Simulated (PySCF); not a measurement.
# Excited states of Al⁺ (aluminium, charge +1)

Ground state [Ne] 3s2, ¹S. All numbers are calculated (PySCF 2.14, the non-relativistic Hamiltonian (point nucleus), in aug-cc-pwCVTZ with one added diffuse shell each of s, p, d, f type (9s8p6d4f, 91 functions)). Vertical excitation energies in eV without spin-orbit coupling; excited terms of each kind are numbered among those the solver found.

```csv
term,leading excitation,TDA-LDA,TD-LDA,measured centre of gravity (NIST)
1 3P°,3s → p,4.788,4.677,4.651 (3s3p)
1 1P°,3s → p,7.853,7.495,7.421 (3s3p)
1 3S,3s → s,10.989,10.985,11.317 (3s4s)
1 3D,3s → d,11.280,11.259,11.847 (3s3d)
1 1S,3s → s,11.358,11.342,11.822 (3s4s)
1 1D,3s → d,11.646,11.641,n/a
2 3P°,3s → p,12.377,12.372,n/a
2 1P°,3s → p,12.570,12.530,n/a
2 3S,3s → s,13.399,13.398,n/a
2 1S,3s → s,13.505,13.501,n/a
1 1F°,3s → f,14.501,14.499,15.308 (3s4f)
1 3F°,3s → f,14.610,14.610,15.302 (3s4f)
```

Oscillator strength of the first ¹S → ¹P° line: TDA-LDA 2.36, TD-LDA 1.73.

Only the lower part of the computed list is shown. Doubly excited terms such as np² are absent. The solver can miss terms. Rydberg members are limited by the diffuse functions of the basis.
